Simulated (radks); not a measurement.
Hg64+, 16 electrons, occupied as [Ne] 3s2 3p4.

Calculated with a radial shooting solver on a logarithmic mesh with Libxc functionals: scalar-relativistic Kohn-Sham, LDA (Slater exchange, VWN5 correlation), spin-polarised, spherical densities, finite nucleus; open shells are filled with parallel spins first (spin-orbit coupling, left out, can overturn this in heavy ions); Fermi nuclear charge, rms radius 5.4648 fm.

Energy parts (eV):
part                      energy
total                 -405101.74
kinetic                467574.80
electron-nucleus      -906472.65
Hartree                 38480.23
exchange-correlation    -4684.12

Orbitals (lengths in bohr, moments of r in powers of bohr; <r^-3> diverges for s and p1/2; r(90%) holds 90 % of the orbital's charge):
orbital,occ.,eigenvalue (eV),<r^4>,<r^-3>,<1/r>,r(90%)
1s up,1,-88340.93,3.997e-07,-,97.46,0.0304
1s down,1,-88331.96,3.997e-07,-,97.47,0.0304
2s up,1,-19809.81,0.00005550,-,23.10,0.107
2s down,1,-19802.38,0.00005542,-,23.10,0.107
2p up,3,-17823.78,0.00004455,27330,20.47,0.102
2p down,3,-17814.60,0.00004450,27330,20.47,0.102
3s up,1,-7889.417,0.001530,-,9.260,0.245
3s down,1,-7867.927,0.001534,-,9.254,0.245
3p up,3,-7307.851,0.001558,7555,8.497,0.247
3p down,1,-7286.303,0.001563,7547,8.493,0.247
3d up,0,-6827.786,0.001032,964.9,7.995,0.224
3d down,0,-6808.780,0.001033,967.1,8.000,0.224
4s up,0,-4167.886,0.01712,-,4.885,0.444
4s down,0,-4159.519,0.01723,-,4.876,0.444

The highest occupied level is 3p down at -7286.3 eV. Summed over all electrons, <r^2> = 0.2337 bohr^2, which gives a Langevin (diamagnetic) susceptibility term of -0.185 x 10^-6 cm^3/mol. The spin density at the nucleus is -88.2 e/bohr^3 (1s -128.4, 2s -13.3, 3s 53.5).
